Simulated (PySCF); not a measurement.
One of the candidates below gave these computed data.

All candidates are C2H11OPSi2.

- 1H NMR: chemical shifts (computed TMS as zero) by class: 4.77 (2 H), 3.81 (2 H), 3.57 (2 H), 1.30 (3 H), 1.19 (2 H) ppm [GIAO CAM-B3LYP/pcSseg-1]
- Polarisability: 116.6 au [CAM-B3LYP/def2-SVPD]
- Dipole: 1.65 D [CAM-B3LYP/def2-SVPD]
- UV, strongest line: among the 10 lowest singlet transitions: S6 at 7.08 eV (175 nm, f = 0.315) [TDDFT CAM-B3LYP/def2-SVPD]
- Rotational structure: rotational constants A, B, C: 6.928, 0.562, 0.532 GHz [PBE0-D3(BJ)/def2-SVP]
- Valence photoelectron: vertical ionisation energy: 9.24 eV [ΔSCF CAM-B3LYP/def2-SVPD]
- UV, first state: lowest singlet excitation: 6.09 eV (204 nm, f = 0.095) [TDDFT CAM-B3LYP/def2-SVPD]
- Triplet: lowest triplet excitation (Tamm–Dancoff): 5.29 eV [TDA CAM-B3LYP/def2-SVPD]
- 13C NMR: chemical shifts (computed TMS as zero) by class: 65.5 (1 C), 20.3 (1 C) ppm [GIAO CAM-B3LYP/pcSseg-1]
- NMR, other nuclei: isotropic shieldings of nuclei other than C and H, by class: 307 (1 O), 363 (1 Si), 427 (1 Si), 608 (1 P) ppm [GIAO CAM-B3LYP/pcSseg-1]

Gas-phase values; electronic properties from PySCF, density fitting. Levels stand in brackets. The structure is a single PBE0-D3(BJ)/def2-SVP conformer in the gas phase; no vibrational or solvent corrections. NMR classes are plain means over equivalent atoms (diastereotopic ones count apart unless rotation or inversion swaps them), as if these changed places fast.

Question: Which candidate is it?
A. `CCO[SiH2][SiH2]P`
B. `CO[SiH2]P[SiH2]C`
C. `CO[C@@H]([SiH3])[SiH2]P`

Answer: A. It is `CCO[SiH2][SiH2]P`. Numbering: `[CH3:1][CH2:2][O:3][SiH2:4][SiH2:5][PH2:6]`. 2 carbons fall into 2 classes; from least to most shielded: sp3 carbon bound to oxygen [C2] (65.5 ppm), methyl carbon [C1] (20.3 ppm). Hydrogen classes from least to most shielded: 2 H on an oxygen-bound silicon, Si4 (4.77 ppm), 2 H on an SiH2 silicon, Si5 (3.81 ppm), 2 H on an sp3 carbon bound to oxygen, C2 (3.57 ppm), 3 H on a methyl carbon, C1 (1.30 ppm, a mean of values up to 0.5 ppm apart in this geometry), 2 H on a three-coordinate phosphorus, P6 (1.19 ppm). The other shieldings belong to: 307 ppm, silyl ether oxygen [O3]; 363 ppm, oxygen-bound silicon [Si4]; 427 ppm, SiH2 silicon [Si5]; 608 ppm, three-coordinate phosphorus [P6]. The first electron is taken from the HOMO, whose largest Löwdin shares are 0.50 on the three-coordinate phosphorus, 0.18 on the SiH2 silicon and 0.12 on the oxygen-bound silicon. The optimised geometry has point group Cs and is an asymmetric top.

The others, at the same levels:
- `CO[SiH2]P[SiH2]C` fails: its computed 13C shifts are 52.6 (1 C), -4.0 (1 C) ppm, 1H shifts are 5.10 (2 H), 4.18 (2 H), 3.62 (3 H), 0.98 (1 H), 0.11 (3 H) ppm and strongest line among the 10 lowest singlet transitions is S4 at 6.84 eV (181 nm, f = 0.099) (against S6 at 7.08 eV).
- `CO[C@@H]([SiH3])[SiH2]P` fails: its computed 13C shifts are 61.7 (1 C), 58.8 (1 C) ppm, 1H shifts are 4.51 (1 H), 4.12 (1 H), 3.88 (3 H), 3.29 (3 H), 2.48 (1 H), 1.68 (2 H) ppm and lowest singlet excitation is 6.40 eV (194 nm, f = 0.036) (against 6.09 eV).

Each candidate is one conformer, not necessarily the lowest. Dipoles, sizes and rotational constants follow the conformer. The torsions of the flexible species, by atom-mapped SMILES:
- `[CH3:1][CH2:2][O:3][SiH2:4][SiH2:5][PH2:6]`: C1–C2–O3–Si4 180°, C2–O3–Si4–Si5 180°, O3–Si4–Si5–P6 179°, H–P6–Si5–Si4 47°, H–P6–Si5–Si4 -47°
- `[CH3:1][O:2][SiH2:3][PH:4][SiH2:5][CH3:6]`: C1–O2–Si3–P4 -57°, O2–Si3–P4–Si5 168°, Si3–P4–Si5–C6 44°
- `[CH3:1][O:2][C@@H:3]([SiH3:4])[SiH2:5][PH2:6]`: C1–O2–C3–Si4 88°, O2–C3–Si5–P6 50°, H–P6–Si5–C3 -171°, H–P6–Si5–C3 -77°
